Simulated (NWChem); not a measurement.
System: N-methylmethanimine (C2H5N); SMILES CN=C

Here is an NWChem input.

```
start job
memory heap 200 mb stack 900 mb global 1100 mb
geometry units angstroms noautoz
  C     -0.122660     1.135780     0.000000
  N      0.539145    -0.137443     0.000000
  C     -0.164630    -1.184008     0.000000
  H      0.200402     1.714094     0.880980
  H      0.200402     1.714094    -0.880980
  H     -1.230277     1.075240     0.000000
  H     -1.275026    -1.175491     0.000000
  H      0.324506    -2.169141     0.000000
end
basis spherical
  * library def2-tzvp
end
dft
  xc b3lyp
  iterations 150
  mulliken
end
task dft energy
```

Coordinates come from a PBE0/def2-SVP optimisation.

Q: Predict the main results of this run. (B3LYP/def2-TZVP.) Quantities: basis functions; energy (Ha); highest occupied level (eV); orbital gap (eV); dipole (D).

A: 
| Property | Result |
|---|---|
| number of basis functions | 123 |
| energy (Ha) | -134.00 |
| highest occupied level (eV) | -7.13 |
| orbital gap (eV) | 6.54 |
| dipole (D) | 1.45 |
